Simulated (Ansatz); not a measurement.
C2H6GeSi, SMILES C1=[CH][GeH2][SiH2]1.

Geometry: B3LYP-D3(BJ)/def2-SVP. This is a generated structure with no PubChem entry under its InChIKey; it may be hypothetical.

Two levels are set side by side: PBE/def2-SVPD (Ansatz, a quantum-chemistry and plane-wave program) and CAM-B3LYP/def2-SVPD (Ansatz). Energy differences of separate SCF runs at the same geometry; the states with an electron removed or added have multiplicity 2 and 2. Differences are taken from unrounded values.

```csv
quantity,CAM-B3LYP
vertical ionisation energy (eV),9.67
vertical singlet–triplet gap (eV),4.18
```

**Question.** What does PBE give, and how far is it from CAM-B3LYP? (Estimate from the structure and the level; the computed values follow.)

**Answer.** 
```csv
quantity,PBE,PBE minus CAM-B3LYP
vertical ionisation energy (eV),9.44,-0.23
vertical singlet–triplet gap (eV),4.23,0.05
```
